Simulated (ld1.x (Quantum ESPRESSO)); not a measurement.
What one change does to a pseudopotential (nickel (Ni), TM)

ld1.x (Quantum ESPRESSO) 7.5 input, shortened:

```
&input
   title='Ni', zed=28., rel=1, dft='PBE', iswitch=3,
   config='[Ar] 3d8 4s2 4p0'
 /
 &inputp
   pseudotype=2, tm=.true., lloc=0,
   nlcc=.false.
 /
3
4P  2  1   0.00   0.00  2.10  2.10  0.0
3D  3  2   8.00   0.00  1.50  1.50  0.0
4S  1  0   2.00   0.00  2.25  2.25  0.0
 &test
   configts(1)='3d8 4s2 4p0'
 /
```

All-electron outer shells of the reference configuration (PBE, scalar-relativistic, ld1.x):

```
shell  level (eV)  outermost node (bohr)  outermost maximum (bohr)
   3s     -111.06                   0.30                      0.64
   3p      -71.39                   0.27                      0.65
   3d       -8.87                      –                      0.63
   4s       -5.64                   0.92                      2.24
   4p       -1.22                   1.00                      3.17
```

Change: local potential all-electron potential smoothed inside 1.75 bohr (lloc = -1).

Cutoffs: the cutoffs (Ry, on a coarse ladder) from which the occupation-weighted sum of valence levels, in a spherical-Bessel basis at the reference potential, stays within 10 and 1 mRy of its value at 400 Ry; they do not see the model core or the augmentation charge, which bear on the density cutoff. Errors are all-electron minus pseudo energies relative to the spin-unpolarised reference configuration.

**Question.** What does the change do?

**Answer.** The potential gets neither clearly harder nor softer (120 Ry and 200 Ry → 120 Ry and 200 Ry); of the 7 tests that both files solve, the error grows in 2 and shrinks in 4 by more than 15 % and 0.3 meV (median size 179.7 → 61.8 meV); the range in which the s phases agree narrows (upper end 2.8 → 0.8); the range in which the p phases agree narrows (upper end at the end of the scan → 2.1); neither file shows a bound ghost.

```csv
quantity,base,changed
"cutoff, loose",120 Ry,120 Ry
"cutoff, tight",200 Ry,200 Ry
bound ghosts,none,none
"error for 3d8 4s1 4p0, meV [ΔE 9.32 eV]",+5.5,+7.1
"error for 3d8 4s0 4p0, meV [ΔE 26.67 eV]",+61,+62
"error for 3d7 4s0 4p0, meV [ΔE 64.14 eV]",-180,+71
"error for 3d7 4s2 4p1, meV [ΔE 10.54 eV]",-325,-79
"error for 3d9 4s1 4p0, meV [ΔE -1.60 eV]",-209,-91
"error for 3d7 4s2 4p0, meV [ΔE 16.12 eV]",-275,-3.8
"error for 3d8 4s0 4p1, meV [ΔE 15.01 eV]",+19,+25
s: phases at 2.46 bohr within 0.05 rad from the reference energy up to (Ry; the scan ends near 5),2.8,0.8
p: phases at 2.46 bohr within 0.05 rad from the reference energy up to (Ry; the scan ends near 5),to the end of the scan,2.1
d: phases at 2.46 bohr within 0.05 rad from the reference energy up to (Ry; the scan ends near 5),0.6,1.2
```
